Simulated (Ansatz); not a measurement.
```yaml
crystal:
  periodic: [false, false, false]
  atoms:
    - {symbol: Cu, position_ang: [-7.182392, 0.000967, 1.371544]}
    - {symbol: Cu, position_ang: [6.577549, -1.536267, -2.800637]}
    - {symbol: H, position_ang: [0.604834, 1.535299, 1.429092]}
basis:
  gaussian: {orbitals: def2-TZVP, initial_orbitals: start.molden}
total_charge: 1
magnetization: {spin_polarized: true, initial_magnetization: 4}
hamiltonian: {xc: pbe}
correlation: {method: rpa, frozen_orbitals: {Cu: 9, H: 0}}
scf: {omitted_lower_state_checks: [starts]}
```

The file start.molden holds the orbitals of an earlier run on this structure, at another level or in another basis.

```sh
$ ansatz run in.yaml --threads 4 --pin off --events-out ev --progress --plain --max-ram 3916MiB
```

Shortened log:

```
Functional definition: PBE
994 factors; integrals over basis functions are off by at most 2.1e-4 eV
mean field evaluation 1: about -89271.7589 eV, gradient 7.1e0 eV
mean field evaluation 2: about -89271.8862 eV, gradient 1.4e-1 eV
mean field evaluation 4: about -89271.8842 eV, gradient 1.5e-4 eV
mean field evaluation 8: about -89271.8842 eV, gradient 2.5e-6 eV
mean field -89271.88417358 eV, -3280.6812327227 hartree, gradient 2.5e-6 eV, S^2 6.001243; 0 other end points of the search recorded, 0 dependent functions left out
18 core orbitals not correlated: weight in the atoms' cores, before any rotation towards them, 1.000 or more for the frozen orbitals, at most 0.000 for the correlated occupied ones
reference -89196.51760202 eV, -3277.9115623031 hartree; 13, 9 occupied and 65, 69 virtual orbitals, 994 factors
Error: the energy between an occupied orbital and the lowest state that it is excited into in its spin channel is -0.1447 eV and must be positive: a state without a gap has no random-phase energy
```

Problem. Can the result of this run be used?

Solution. No. The run stopped with an error. The reference has no gap: an occupied orbital lies above an empty one, and the correlation energy can't be formed.
